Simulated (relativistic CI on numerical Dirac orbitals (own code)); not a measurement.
# Transition arrays of Pd XXIII

These numbers are calculated, not measured: Dirac-Coulomb-Breit CI, KLI orbitals optimised for each configuration, model QED, valence Slater integrals scaled by 0.9, whole transition arrays (own radial code, finite nucleus).

Configuration list (outside the closed core [Ne] 3s2): 3p6 3d6, 3p6 3d5 4f, 3p5 3d7, 3p6 3d5 4p, 3p6 3d5 5f. Levels of other configurations are missing.

All E1 lines from the levels of 3p6 3d6; mean and standard deviation are weighted by gf, and upper levels are sorted by their leading configuration.

```
Upper configuration  Lines    Σgf  Mean (eV)  Mean (nm)  σ (eV)  Strongest line (nm)
         3p6 3d5 4f   5470  866.4     611.28      2.028    6.41                2.006
            3p5 3d7   1718  159.9     202.52      6.122   16.59                5.519
         3p6 3d5 4p   3245   54.6     473.92      2.616    6.16                2.623
         3p6 3d5 5f   5470  311.2     777.12      1.595    7.10                1.591
```

Σgf per state of the lower configuration in bins of 0.2 nm over the central range (centre: value): 1.5: 0.98, 1.7: 0.51, 1.9: 0.13, 2.1: 4.00, 2.5: 0.07, 2.7: 0.19, 5.5: 0.10, 5.7: 0.13, 5.9: 0.12, 6.1: 0.07, 6.3: 0.05, 6.5: 0.08.

How do configuration mixing and the scaling of the Slater integrals move the arrays?

Slater scale 0.9, no configuration mixing: 3p6 3d5 4f 611.6 ± 6.5 eV (Σgf 885.7), 3p5 3d7 203.1 ± 16.7 eV (Σgf 173.3), 3p6 3d5 4p 474.1 ± 6.2 eV (Σgf 51.5), 3p6 3d5 5f 776.7 ± 7.1 eV (Σgf 242.2); Slater scale 1: 3p6 3d5 4f 612.5 ± 7.0 eV (Σgf 870.6), 3p5 3d7 203.9 ± 17.5 eV (Σgf 159.4), 3p6 3d5 4p 474.0 ± 6.7 eV (Σgf 55.0), 3p6 3d5 5f 777.6 ± 7.8 eV (Σgf 313.2); Slater scale 0.8: 3p6 3d5 4f 610.1 ± 5.9 eV (Σgf 862.2), 3p5 3d7 201.1 ± 15.8 eV (Σgf 160.3), 3p6 3d5 4p 473.8 ± 5.6 eV (Σgf 54.2), 3p6 3d5 5f 776.6 ± 6.5 eV (Σgf 309.3). With mixing, levels are counted to their leading configuration, so an array can shrink or vanish into another, and the sums then hold other lines.
